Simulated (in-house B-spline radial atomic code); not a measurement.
Results of a calculation; reference values are marked as such.
## Pd in an electron gas of r_s = 2.4: phase shifts, screening, friction and resistivity

A nucleus sits in a uniform electron gas with a rigid positive background. The Kohn-Sham equations are solved self-consistently in the spin-unpolarised LDA (PW92), non-relativistic, on B-splines with outgoing waves at the boundary and partial waves to l = 8. The model has no lattice, no bands and no magnetic solution. Atomic units; δ_l are the phase shifts at the Fermi level, counted so that each bound state adds π, and good to about 0.0005.

The density parameter is r_s = 2.4 bohr, near that of the valence electrons of In (3 per atom, density 7.31 g/cm³, mass 114.82 u, which gives r_s = 2.41).

```json
{"l": "0", "δ_l (rad)": "12.4623"}
{"l": "1", "δ_l (rad)": "9.6559"}
{"l": "2", "δ_l (rad)": "6.1036"}
{"l": "3", "δ_l (rad)": "0.0344"}
{"l": "4", "δ_l (rad)": "0.0061"}
{"l": "5", "δ_l (rad)": "0.0007"}
{"l": "6", "δ_l (rad)": "0.0001"}
{"l": "7", "δ_l (rad)": "-0.0001"}
{"l": "8", "δ_l (rad)": "-0.0001"}
```

Bound levels below the band bottom (hartree): s -21.79, p -18.3, d -11.86, s -2.63, p -1.557 and deeper ones.

Task: Check the Friedel sum rule, and say where the screening charge sits.

Result: k_F = (9π/4)^(1/3)/r_s = 0.79965. The rule is Z = (2/π) Σ (2l + 1) δ_l. The terms are s 7.934, p 18.441, d 19.428, f 0.153 and 0.039 beyond, in all 45.995 against Z = 46. Bound states hold 8 s, 18 p, 10 d electrons, so the scattering states carry 10.00 in all; where a term is smaller than its bound count, the bound level has drawn weight out of the band.

Task: Find the transport cross section and the electronic stopping of a 1 keV Pd ion (mass 106.42 u).

Result: σ_tr = (4π/k_F²) Σ (l + 1) sin²(δ_l − δ_(l+1)). The terms for l = 0 to 3 are 0.1082, 0.3188, 0.1353, 0.0032, all together 0.5657, so σ_tr = 19.652 × 0.5657 = 11.116 bohr². With n = 3/(4π r_s³) = 0.01727, the friction coefficient is Q = n k_F σ_tr = 0.1535. For v well below v_F = 0.800, dE/dx = Q v; with 24801 eV per u at v = 1, v = √(1000/(24801 × 106.42)) = 0.0195, so dE/dx = 0.00299 hartree/bohr = 1.54 eV/nm. The largest term couples the p and d waves.

Task: What residual resistivity would 1 atomic per cent of such centres give in In?

Result: Δρ = k_F n_i σ_tr/n in atomic units of 21.74 μΩ·cm. With one host atom per 3 electrons, n_i/n = 0.01/3, so Δρ = 0.7996 × 0.00333 × 11.116 × 21.74 = 0.64 μΩ·cm. This is an atom added to the gas, as on an interstitial site.

Task: On a substitutional site the background of one host ion, a sphere holding 3 charges, is taken out. The phase shifts for l = 0 to 4 become 11.8198, 9.0234, 5.8241, -0.0506, -0.0103. What follows?

Result: The Friedel sum is now 42.99, for Z − 3 = 43. The sum in σ_tr is 0.6014, so σ_tr = 11.82 bohr² and Δρ = 0.68 μΩ·cm per atomic per cent, 1.06 times the value above. A real host ion scatters too, so this model doesn't give zero even for the host's own atom.
